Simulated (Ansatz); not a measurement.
Calculated with Ansatz (gas phase, PBE0-D4/def2-TZVP geometries, no zero-point term in ΔE). CCSD(T)/CBS is the MP2 limit (def2-TZVPP, def2-QZVPP) plus CCSD(T) − MP2 in def2-TZVPP, frozen cores. Functionals use def2-TZVPP. def2 core potentials past Kr. For Ge, Sn outer-core shells are correlated without core-valence functions, which leaves a few kJ/mol of doubt a bond. Scalar relativity is left out up to krypton.

`[F][Sn]([F])([F])[GeH3]` → `[F][SnH]([F])[F]` + `[GeH2]`  (germylene loss)

| species | CAM-B3LYP energy (Eh) |
| --- | --- |
| `[F][Sn]([F])([F])[GeH3]` | -2592.92710 |
| `[F][SnH]([F])[F]` | -514.57784 |
| `[GeH2]` | -2078.26320 |

Question: Work out ΔE.

Answer: ΔE = (-514.57784) + (-2078.26320) − (-2592.92710) = 0.08606 Eh = +226.0 kJ/mol. CCSD(T)/CBS gives +238.0 kJ/mol.

Largest T1 diagnostic among the species: 0.015.

From PBE to PBE0 (25 % exact exchange), in def2-TZVPP and without D4, ΔE moves by +5.6 kJ/mol. Leaving LDA and LC-ωPBE aside and taking each functional with its dispersion term where it has one, the values, not all of them listed here, spread over 34.1 kJ/mol, from BLYP-D4 to r2SCAN0-D4. LDA lies +39.0 kJ/mol from PBE without D4.
